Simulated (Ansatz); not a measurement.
The first iterations of a band of CH₅ClGeO (9 atoms, charge 0, multiplicity 1).

The calculation used RKS PBE-D4/def2-SVP (Ansatz).

- movable images: 5
- climbing image: yes
- spring: 5.0 eV/Å²
- optimiser: quadratic models (default)
- start path: through a guess of the saddle point
- force threshold: 0.05 eV/Å
- iteration limit: 60
- end points: relaxed

Image 0:

```xyz
9
Properties=species:S:1:pos:R:3
Ge 0.343 0.005 0.061
C 0.916 -0.023 1.917
H 0.030 -0.167 2.565
H 1.629 -0.852 2.084
H 1.403 0.938 2.172
H 1.460 0.191 -1.004
O -0.882 1.308 -0.050
H -1.274 1.350 -0.942
Cl -0.622 -1.904 -0.431
```

Image 6:

```xyz
9
Properties=species:S:1:pos:R:3
Ge -0.107 0.027 -1.370
C 1.405 -0.062 1.768
H 0.686 -0.901 1.724
H 1.867 -0.019 2.773
H 0.878 0.888 1.559
H 2.202 -0.216 1.014
O -0.866 1.464 -0.590
H -1.614 1.216 -0.005
Cl -1.448 -1.551 -0.500
```

| iteration | highest image above the first end (eV) | largest band force component (eV/Å) |
| --- | --- | --- |
| 1 | 5.335 | 5.960 |
| 2 | 3.706 | 3.539 |
| 3 | 2.718 | 2.620 |
| 4 | 2.029 | 1.060 |
| 5 | 2.156 | 0.782 |
| 6 | 1.978 | 1.574 |
| 7 | 1.699 | 0.521 |
| 8 | 1.653 | 0.580 |
| 9 | 1.706 | 2.729 |
| 10 | 1.920 | 2.847 |
| 11 | 2.850 | 2.599 |

**Question.** Does the band converge within its limit, and where does its top end?

**Answer.** The run converged. It ended after 33 iterations with the highest image 2.778 eV above the first end. The profile has 2 maxima (images 1, 3) with wells between them (image 2): this band takes more than one step, which may be the mechanism or a detour left from its start path. Neighbouring images differ by up to 2.8 eV, so the band resolves the path poorly. A vibrational analysis at the climbing image gives one clearly imaginary mode, 1147i cm⁻¹: a first-order saddle point. The orbitals stay closed-shell, which can raise the energy where a bond breaks towards radicals; this wasn't checked here.

The run took 2.9 min on 2 threads of Intel(R) Xeon(R) 6975P-C (Granite Rapids), on a shared host, peak memory 0.17 GiB.
